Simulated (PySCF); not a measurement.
PySCF job for C5H7N, SMILES C(C#C)/C=N/C, TDA-LC-ωPBE/def2-SVPD. Geometry: PBE-D3(BJ)/def2-SVP. The structure was generated by enumeration; whether it is a known compound was not checked. Other conformers were not sampled.

```python
import numpy as np
from pyscf import gto, scf, dft, tdscf

mol = gto.M(
    atom='''
    C     2.12654238    1.97719393   -0.84819837
    C     1.68725070    0.96270508   -0.32654280
    C     1.12675666   -0.24566323    0.27452417
    C    -0.31250750   -0.49325964   -0.13256005
    N    -1.21152932   -0.74292572    0.73442375
    C    -2.55975796   -0.98813477    0.28027752
    H     2.52298171    2.87485121   -1.30093390
    H     1.73977191   -1.12472514   -0.03402758
    H     1.16478103   -0.20069425    1.38315679
    H    -0.52519185   -0.44509794   -1.23209538
    H    -3.24709502   -0.25835997    0.75912461
    H    -2.69491497   -0.93168612   -0.82842358
    H    -2.88933342   -1.99085614    0.62723011
    ''',
    basis='def2-SVPD',
    charge=0,
    spin=0,
    max_memory=1600,
    verbose=4,
)
mf = dft.RKS(mol, xc='lc_wpbe').density_fit(auxbasis='def2-universal-jkfit')
mf.grids.level = 3
mf.conv_tol = 1e-9
mf.max_cycle = 100
mf.kernel()
mf.grids = dft.Grids(mol).set(level=1).build(with_non0tab=True)  # coarser grid for the response kernel
td = tdscf.TDA(mf)
td.singlet = True
td.nstates = 10
td.conv_tol = 1e-4
td.positive_eig_threshold = 1e-6
td.kernel(x0=td.get_init_guess(mf, 15))
td.analyze()
tt = tdscf.TDA(mf)
tt.singlet = False
tt.nstates = 4
tt.conv_tol = 1e-4
tt.positive_eig_threshold = 1e-6
tt.kernel(x0=tt.get_init_guess(mf, 9))
tt.analyze(verbose=3)
```

Log of the run:

```
PySCF version 2.14.0

[INPUT] verbose = 4
[INPUT] num. atoms = 13
[INPUT] num. electrons = 44
[INPUT] charge = 0
[INPUT] spin (= nelec alpha-beta = 2S) = 0
[INPUT] symmetry False subgroup None
[INPUT] Mole.unit = angstrom
[INPUT] Symbol           X                Y                Z      unit          X                Y                Z       unit  Magmom
[INPUT]  1 C      2.126542380000   1.977193930000  -0.848198370000 AA    4.018582690481   3.736355022852  -1.602862618603 Bohr   0.0
[INPUT]  2 C      1.687250700000   0.962705080000  -0.326542800000 AA    3.188441726481   1.819248939927  -0.617076459949 Bohr   0.0
[INPUT]  3 C      1.126756660000  -0.245663230000   0.274524170000 AA    2.129261496430  -0.464236223576   0.518775495874 Bohr   0.0
[INPUT]  4 C     -0.312507500000  -0.493259640000  -0.132560050000 AA   -0.590553586873  -0.932125627902  -0.250502189559 Bohr   0.0
[INPUT]  5 N     -1.211529320000  -0.742925720000   0.734423750000 AA   -2.289458606681  -1.403926141695   1.387859746876 Bohr   0.0
[INPUT]  6 C     -2.559757960000  -0.988134770000   0.280277520000 AA   -4.837241489575  -1.867304089460   0.529647751672 Bohr   0.0
[INPUT]  7 H      2.522981710000   2.874851210000  -1.300933900000 AA    4.767744449187   5.432681435774  -2.458408777162 Bohr   0.0
[INPUT]  8 H      1.739771910000  -1.124725140000  -0.034027580000 AA    3.287692429111  -2.125422480013  -0.064302806882 Bohr   0.0
[INPUT]  9 H      1.164781030000  -0.200694250000   1.383156790000 AA    2.201117141789  -0.379257167275   2.613787520433 Bohr   0.0
[INPUT] 10 H     -0.525191850000  -0.445097940000  -1.232095380000 AA   -0.992468759354  -0.841113205208  -2.328322827542 Bohr   0.0
[INPUT] 11 H     -3.247095020000  -0.258359970000   0.759124610000 AA   -6.136120288239  -0.488229584851   1.434537607317 Bohr   0.0
[INPUT] 12 H     -2.694914970000  -0.931686120000  -0.828423580000 AA   -5.092651222290  -1.760631600859  -1.565493681332 Bohr   0.0
[INPUT] 13 H     -2.889333420000  -1.990856140000   0.627230110000 AA   -5.460048846353  -3.762172858009   1.185293124981 Bohr   0.0

nuclear repulsion = 195.328096271263
number of shells = 76
number of NR pGTOs = 250
number of NR cGTOs = 176
basis = def2-SVPD
ecp = {}


[settings echo left out]
init E= -249.737010820781
  HOMO = -0.293548801237697  LUMO = -0.0353166168255008  gap/eV = 7.02686
cycle= 1 E= -249.003392684992  delta_E= 0.734  |g|= 0.413  |ddm|= 6.14
  HOMO = -0.329600436149301  LUMO = 0.0635572283978045  gap/eV = 10.69836
cycle= 2 E= -249.016820488682  delta_E= -0.0134  |g|= 0.423  |ddm|=  1.6
  HOMO = -0.374928022025528  LUMO = 0.0674971212722162  gap/eV = 12.03900
cycle= 3 E= -249.053417814467  delta_E= -0.0366  |g|= 0.0657  |ddm|= 0.717
  HOMO = -0.371813754452075  LUMO = 0.0726228776768205  gap/eV = 12.09374
cycle= 4 E= -249.054548302192  delta_E= -0.00113  |g|= 0.0275  |ddm|= 0.243
  HOMO = -0.373078142381774  LUMO = 0.0727003146523431  gap/eV = 12.13025
cycle= 5 E= -249.054739649807  delta_E= -0.000191  |g|= 0.0103  |ddm|= 0.101
  HOMO = -0.373735968872829  LUMO = 0.0724534645842536  gap/eV = 12.14143
cycle= 6 E= -249.054765204369  delta_E= -2.56e-05  |g|= 0.00319  |ddm|= 0.021
  HOMO = -0.373463418236612  LUMO = 0.0727406829753119  gap/eV = 12.14183
cycle= 7 E= -249.05476892639  delta_E= -3.72e-06  |g|= 0.000985  |ddm|= 0.0111
  HOMO = -0.373667751913343  LUMO = 0.0726506077474074  gap/eV = 12.14494
cycle= 8 E= -249.054769315401  delta_E= -3.89e-07  |g|= 0.000251  |ddm|= 0.00312
  HOMO = -0.373674094886161  LUMO = 0.072671670155648  gap/eV = 12.14569
cycle= 9 E= -249.054769344752  delta_E= -2.94e-08  |g|= 6.6e-05  |ddm|= 0.000951
  HOMO = -0.373682271492568  LUMO = 0.0726678466111035  gap/eV = 12.14581
cycle= 10 E= -249.054769346582  delta_E= -1.83e-09  |g|= 1.93e-05  |ddm|= 0.000223
  HOMO = -0.373683643455814  LUMO = 0.0726679055173274  gap/eV = 12.14584
cycle= 11 E= -249.054769346781  delta_E= -1.99e-10  |g|= 6.09e-06  |ddm|= 9.33e-05
  HOMO = -0.3736832160848  LUMO = 0.0726678226912756  gap/eV = 12.14583
Extra cycle  E= -249.054769346801  delta_E= -1.96e-11  |g|= 4.14e-06  |ddm|= 2.97e-05
converged SCF energy = -249.054769346801
tot grids = 48328
Overwritten attributes  positive_eig_threshold  of <class 'pyscf.tdscf.rks.TDA'>


******** <class 'pyscf.tdscf.rks.TDA'> for <class 'pyscf.df.df_jk.DFRKS'> ********
nstates = 10 singlet
deg_eia_thresh = 1.000e-03
wfnsym = None
conv_tol = 0.0001
eigh lindep = 1e-12
eigh level_shift = 0
eigh max_cycle = 100


Excitation energies (eV)
[5.29021815 6.43577192 6.79118585 6.84344815 7.9912469  8.10378965
 8.17147755 8.36946339 8.43458992 8.65712248]

** Singlet excitation energies and oscillator strengths **
Excited State   1:      5.29022 eV    234.36 nm  f=0.0030
      20 -> 23       -0.20560
      22 -> 23        0.63232
      22 -> 24       -0.12722
Excited State   2:      6.43577 eV    192.65 nm  f=0.0005
      20 -> 27        0.31568
      21 -> 23       -0.27474
      21 -> 26        0.19908
      21 -> 27       -0.20366
      21 -> 28        0.32748
      21 -> 30       -0.10723
      22 -> 27        0.19204
Excited State   3:      6.79119 eV    182.57 nm  f=0.0065
      20 -> 23        0.20932
      20 -> 27        0.33267
      20 -> 28       -0.16736
      21 -> 23        0.18201
      21 -> 26       -0.27642
      21 -> 27       -0.16119
      21 -> 28       -0.23618
      21 -> 30        0.11376
      22 -> 27        0.20965
Excited State   4:      6.84345 eV    181.17 nm  f=0.0008
      19 -> 27        0.10904
      20 -> 23       -0.13336
      20 -> 26        0.29068
      20 -> 27        0.28565
      20 -> 28        0.19764
      20 -> 30       -0.11761
      21 -> 23        0.10957
      21 -> 27        0.33617
      22 -> 26        0.15764
      22 -> 27        0.11333
      22 -> 28        0.11401
Excited State   5:      7.99125 eV    155.15 nm  f=0.2877
      18 -> 23        0.10607
      19 -> 23        0.24012
      20 -> 23       -0.21003
      20 -> 25       -0.11464
      21 -> 23       -0.35661
      21 -> 26       -0.12975
      21 -> 28       -0.12307
      22 -> 24       -0.35387
      22 -> 25        0.11013
Excited State   6:      8.10379 eV    153.00 nm  f=0.0056
      18 -> 23        0.15556
      19 -> 23       -0.16769
      20 -> 23       -0.45737
      20 -> 24       -0.12627
      20 -> 25       -0.10521
      20 -> 28       -0.15002
      21 -> 23        0.19370
      21 -> 24        0.12343
      22 -> 23       -0.15440
      22 -> 25       -0.15592
Excited State   7:      8.17148 eV    151.73 nm  f=0.0083
      18 -> 23       -0.11751
      19 -> 23        0.13130
      20 -> 23        0.15732
      20 -> 25       -0.11870
      21 -> 23        0.30373
      21 -> 24        0.22529
      21 -> 25        0.23716
      21 -> 28        0.16269
      22 -> 24       -0.35610
      22 -> 25        0.10727
Excited State   8:      8.36946 eV    148.14 nm  f=0.1511
      19 -> 23        0.22418
      20 -> 25        0.15168
      21 -> 23       -0.15998
      21 -> 24        0.44041
      21 -> 25        0.23232
      22 -> 24        0.23702
      22 -> 25       -0.15455
Excited State   9:      8.43459 eV    146.99 nm  f=0.0485
      18 -> 23       -0.13688
      19 -> 23        0.10094
      20 -> 24       -0.46295
      20 -> 25       -0.18704
      20 -> 30       -0.10358
      22 -> 25       -0.37081
Excited State  10:      8.65712 eV    143.22 nm  f=0.1638
      19 -> 23       -0.47569
      20 -> 23        0.13502
      20 -> 25       -0.10570
      21 -> 23       -0.22116
      21 -> 24        0.21770
      21 -> 25        0.10763
      21 -> 27        0.14246
      21 -> 28       -0.11790
      22 -> 24       -0.13352

** Transition electric dipole moments (AU) **
state          X           Y           Z        Dip. S.      Osc.
  1        -0.0022      0.1527     -0.0084      0.0234      0.0030
  2        -0.0519      0.0012      0.0233      0.0032      0.0005
  3         0.1904      0.0367     -0.0396      0.0392      0.0065
  4        -0.0197     -0.0467     -0.0450      0.0046      0.0008
  5        -1.1113     -0.4417      0.1983      1.4693      0.2877
  6         0.0953      0.1301      0.0441      0.0280      0.0056
  7        -0.0419      0.1334      0.1481      0.0415      0.0083
  8        -0.5166     -0.0570      0.6833      0.7370      0.1511
  9        -0.4778      0.0709      0.0384      0.2348      0.0485
 10         0.6978      0.4092     -0.3434      0.7724      0.1638

** Transition velocity dipole moments (imaginary part, AU) **
state          X           Y           Z        Dip. S.      Osc.
  1         0.0128     -0.0419     -0.0078      0.0020      0.0068
  2        -0.0050     -0.0009     -0.0015      0.0000      0.0001
  3         0.0401      0.0108      0.0003      0.0017      0.0046
  4        -0.0083     -0.0057     -0.0011      0.0001      0.0003
  5        -0.2348     -0.0967     -0.0359      0.0658      0.1493
  6        -0.0064      0.0529      0.0479      0.0051      0.0115
  7        -0.0195      0.0418      0.0584      0.0055      0.0123
  8        -0.0923     -0.0041      0.1100      0.0206      0.0447
  9        -0.1229      0.0149     -0.0200      0.0157      0.0338
 10         0.1463      0.0908      0.0079      0.0297      0.0623

** Transition magnetic dipole moments (imaginary part, AU) **
state          X           Y           Z
  1         1.0786      0.2399     -0.4441
  2        -0.0154      0.1090     -0.0238
  3        -0.0557      0.0068     -0.0756
  4         0.0077     -0.0006     -0.0391
  5        -0.0504      0.1083      0.2595
  6        -0.0760     -0.2309     -0.5331
  7        -0.6109      0.5006     -0.5773
  8        -0.8121      0.5500      0.2272
  9         0.1226     -0.6480     -0.8655
 10        -0.3826     -0.1450     -0.3488


******** <class 'pyscf.tdscf.rks.TDA'> for <class 'pyscf.df.df_jk.DFRKS'> ********
nstates = 4 triplet
deg_eia_thresh = 1.000e-03
wfnsym = None
conv_tol = 0.0001
eigh lindep = 1e-12
eigh level_shift = 0
eigh max_cycle = 100


Excitation energies (eV)
[4.34325445 4.66766073 5.08317985 5.6523893 ]

** Triplet excitation energies and oscillator strengths **
Excited State   1:      4.34325 eV    285.46 nm  f=0.0000
Excited State   2:      4.66766 eV    265.62 nm  f=0.0000
Excited State   3:      5.08318 eV    243.91 nm  f=0.0000
Excited State   4:      5.65239 eV    219.35 nm  f=0.0000
```

Self-consistency was reached.
